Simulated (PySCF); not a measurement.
Telling isomers of C8H11N apart by NMR

Calculated, not measured (PySCF 2.14.0 with density-fitted response routines): geometry: GFN2-xTB, GIAO PBE0/pcSseg-1 shieldings. A single conformation, isolated molecule, relativity neglected, one averaged value for each set of equivalent atoms.

References, each an isolated molecule treated in the same way: 1H (σ = 31.72 ppm), 13C (σ = 186.93 ppm) vs TMS. Where no couplings were computed, multiplicities follow the n + 1 count of equivalent neighbours, and m marks all less simple cases (inequivalent or close neighbours, rings, F or P nearby). Shifts are as computed. Against solution values, carbons near 30 ppm lie about +3 ppm off and those near 130 ppm about +5 ppm. Of 1211 compounds with measured shifts, 218 miss one by over three times the rms of a fit or turn the order of signals round; such compounds aren't used in these exercises. OH and NH positions are gas-phase values without hydrogen bonding to other molecules.

(1) Tabulate the signals of `CCNc1ccccc1`, `C/C=C/C(C#N)=C\CC`, `CCCc1ccccn1` and their relative energies.

(2) What is the quickest way to tell CCNc1ccccc1 from CCCc1ccccn1?

(3) What is the quickest way to tell C/C=C/C(C#N)=C\CC from CCCc1ccccn1?

(4) What is the quickest way to tell CCNc1ccccc1 from C/C=C/C(C#N)=C\CC?

Results:

(1) 
```json
{"SMILES": "CCNc1ccccc1", "carbon types": "1×C 5×CH 1×CH2 1×CH3", "δC": "153.1, 134.9, 121.5, 115.4, 41.0, 16.8", "δH": "7.45 (m, 2H), 6.87 (t, 1H), 6.65 (d, 2H), 3.16 (q, 2H), 2.82 (br s, 1H), 1.39 (t, 3H)", "E rel. (kcal/mol)": "0.6"}
{"SMILES": "C/C=C/C(C#N)=C\\CC", "carbon types": "2×C 3×CH 1×CH2 2×CH3", "δC": "155.8, 143.4, 128.2, 123.3, 119.0, 27.1, 22.9, 15.8", "δH": "6.73 (m, 1H), 6.48 (d, 1H), 6.40 (t, 1H), 2.40 (m, 2H), 2.10 (d, 3H), 1.12 (t, 3H)", "E rel. (kcal/mol)": "33.0"}
{"SMILES": "CCCc1ccccn1", "carbon types": "1×C 4×CH 2×CH2 1×CH3", "δC": "169.7, 154.7, 142.3, 127.1, 125.5, 44.5, 30.1, 14.4", "δH": "8.84 (d, 1H), 7.92 (m, 1H), 7.42 (d, 1H), 7.26 (m, 1H), 2.96 (t, 2H), 1.69 (m, 2H), 0.82 (t, 3H)", "E rel. (kcal/mol)": "0.0"}
```

Energies are electronic energies at PBE0/pcSseg-1 on these geometries, without zero-point or thermal terms, each for the one conformer computed, which needn't be the lowest.

(2) Count the carbon signals: 6 against 8. The first has an aromatic carbon bearing nitrogen (C) at 153.1 ppm, the second an aromatic CH next to a ring nitrogen at 154.7 ppm. Their most deshielded carbons lie at 153.1 and 169.7 ppm. In the proton spectra the most deshielded non-exchanging signals are 7.45 (m, 2H) and 8.84 (d, 1H).

(3) Both give the same number of carbon signals, but DEPT or the intensities differ. The first has a fully substituted alkene carbon (C) at 119.0 ppm, the second a substituted aromatic carbon next to a ring nitrogen (C) at 169.7 ppm. Their most deshielded carbons lie at 155.8 and 169.7 ppm. In the proton spectra the most deshielded non-exchanging signals are 6.73 (m, 1H) and 8.84 (d, 1H).

(4) Count the carbon signals: 6 against 8. The first has an aromatic carbon bearing nitrogen (C) at 153.1 ppm, the second a fully substituted alkene carbon (C) at 119.0 ppm. Their most deshielded carbons lie at 153.1 and 155.8 ppm. In the proton spectra the most deshielded non-exchanging signals are 7.45 (m, 2H) and 6.73 (m, 1H).
